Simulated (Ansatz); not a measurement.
A run for Ansatz (a program for electronic structure): R-CAM-B3LYP/def2-TZVPP on CI4 (SMILES IC(I)(I)I). Elements past Kr take the def2 small-core potentials; no spin–orbit coupling.

Ansatz 0.2 input:
```yaml
crystal:
  periodic: [false, false, false]
  atoms:
    - {symbol: C, position_ang: [-0.00013662, -0.00007735, -0.00008831]}
    - {symbol: I, position_ang: [1.26210159, 1.24213031, 1.26205241]}
    - {symbol: I, position_ang: [1.24890814, -1.26113277, -1.25666362]}
    - {symbol: I, position_ang: [-1.24327249, 1.26884525, -1.25457835]}
    - {symbol: I, position_ang: [-1.26760063, -1.24986544, 1.24927787]}
basis:
  gaussian:
    orbitals: def2-TZVPP
hamiltonian:
  xc: {name: CAM-B3LYP}
scf: {lower_state_search: off}
```

It printed:

```
WARN ansatz: RAYON_NUM_THREADS=4 ignored (pool sized by the plan → 4); use --threads N
Functional definition: CAM-B3LYP
these checks for a lower state are left out or cut short: stability, starts, cluster_reference, orbital_swaps, neighbouring_geometries, increment
integrals: 0.29 GiB planned
1824 factors; their error is unknown
integrals: 0.33 GiB planned
361 factors; integrals over basis functions are off by at most 5.7e-5 eV
mean field: 2.51 GiB planned
mean field evaluation 1: about -33438.8420 eV, gradient 1.1e1 eV
mean field evaluation 2: about -33438.5175 eV, gradient 1.9e1 eV
mean field evaluation 4: about -33439.2469 eV, gradient 8.9e-1 eV
mean field evaluation 8: about -33440.0637 eV, gradient 3.1e-1 eV
mean field evaluation 16: about -33440.0639 eV, gradient 4.7e-6 eV
mean field -33440.06389028 eV, -1228.8996814785 hartree, gradient 1.1e-6 eV, S^2 0.000000; 0 other end points of the search recorded, 0 dependent functions left out
reference -33440.06400507 eV, -1228.8996856970 hartree; 53, 53 occupied and 178, 178 virtual orbitals, 1824 factors
Total energy: -33440.06400507 eV, -1228.8996856970 hartree
Checks for a lower state left out: stability, starts, cluster_reference, orbital_swaps, neighbouring_geometries, increment
```

The calculation finished and met its thresholds.

Cost: roughly 11 core-seconds.
